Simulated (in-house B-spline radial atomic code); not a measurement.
Gd IV (Gd3+) is squeezed into an impenetrable sphere of radius R (the orbitals vanish at R). Method: Dirac-Kohn-Sham LDA VWN5, spherical fractional occupations, Fermi nucleus of rms radius 5.1569 fm. Calculated with a radial B-spline atomic code at the basis-set limit.

Energies in eV above the free ion in [Xe] 4f7:

| R (bohr) | highest level (eV) | [Xe] 4f7 | [Kr] 4d10 4f7 5s2 5p5 5d1 | [Kr] 4d10 4f7 5s2 5p5 5f1 |
| --- | --- | --- | --- | --- |
| 7.69 | -33.7 | 0 | 27.65 | 45.19 |
| 6.32 | -33.7 | 0.0004824 | 27.66 | 46.06 |
| 5.16 | -33.6 | 0.01695 | 27.79 | 48.27 |
| 4.27 | -33.4 | 0.2561 | 28.5 | 52.61 |
| 3.7 | -32.7 | 1.406 | 30.58 | 58.82 |
| 2.8 | -26.8 | 19.23 | 52.98 | 93.53 |
| 2.6 | -23.4 | 34.13 | 70.01 | 114.9 |
| 2.06 | -3.97 | 162.8 | 209.1 | 270.2 |
| 1.84 | 12.1 | 314.2 | 368 | 437.4 |
| 1.58 | 71.3 | 710 | 776.2 | 854.6 |

Does [Kr] 4d10 4f7 5s2 5p5 5d1 fall below [Xe] 4f7 under compression?

No, it stays above over the whole range.

Does [Kr] 4d10 4f7 5s2 5p5 5f1 fall below [Xe] 4f7 under compression?

No, it stays above over the whole range.

The highest level is first positive in the row R = 1.84 bohr, pushed up by confinement above the zero of the free ion's potential. Each configuration is held fixed and needn't be the lowest in the sphere.
